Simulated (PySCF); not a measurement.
The vertical singlet excitations below were computed for one of the candidates. The calculation used PySCF, TDDFT CAM-B3LYP/def2-SVPD, vertical, gas phase, core orbitals frozen in the response. Geometries: GFN2-xTB, one conformer each.

| state | E (eV) | f |
| --- | --- | --- |
| S1 | 4.12 | 0.0016 |
| S2 | 5.14 | 0.0055 |
| S3 | 5.40 | 0.0043 |
| S4 | 5.52 | 0.259 |
| S5 | 6.09 | 0.0082 |
| S6 | 7.05 | 0.211 |
| S7 | 7.16 | 0.0020 |
| S8 | 7.23 | 0.021 |

Orbital energies (eV): HOMO-3 -11.08, HOMO-2 -9.71, HOMO-1 -9.50, HOMO -8.97, LUMO -1.16, LUMO+1 0.69, LUMO+2 1.11.

Task: Which candidate is it? All have the formula C4H7NOSi.
A. `CO[SiH2]/C=C\C#N`
B. `N#C[C@@H]1OCC[SiH2]1`
C. `C=C([SiH3])/C=N/C=O`
D. `Cc1cnoc1[SiH3]`

Result: C. Its S1, at 4.12 eV, is the lowest among the candidates; the nearest of the others has S1 at 6.01 eV. S1 is HOMO→LUMO (71%), HOMO-2→LUMO (22%). Löwdin shares by element: HOMO oxygen 49%, nitrogen 21%, carbon 12% or more, hydrogen 6% or more; LUMO carbon 61% or more, nitrogen 20% (atoms not listed hold the other 20%). At the same level the other candidates give, for their lowest levels:
- `CO[SiH2]/C=C\C#N`: 6.08 eV (f 0.294); 6.11 eV (f 0.001); 6.46 eV (f 0.071); 6.61 eV (f 0.001); 6.87 eV (f 0.002); T1 3.62 eV; HOMO -9.60, LUMO -0.76 eV
- `N#C[C@@H]1OCC[SiH2]1`: 6.63 eV (f 0.005); 7.09 eV (f 0.003); 7.36 eV (f 0.098); 7.56 eV (f 0.011); 7.81 eV (f 0.002); T1 6.20 eV; HOMO -9.51, LUMO 0.72 eV
- `Cc1cnoc1[SiH3]`: 6.01 eV (f 0.208); 6.22 eV (f 0.006); 6.90 eV (f 0.004); 6.93 eV (f 0.035); 7.45 eV (f 0.004); T1 3.99 eV; HOMO -8.71, LUMO 0.31 eV

Shape of the structure used: `[CH2:1]=[C:2]([SiH3:3])/[CH:4]=[N:5]/[CH:6]=[O:7]`: C1–C2–C4–N5 21°, C4–N5–C6–O7 -82°.
Triplets come from the Tamm–Dancoff approximation.
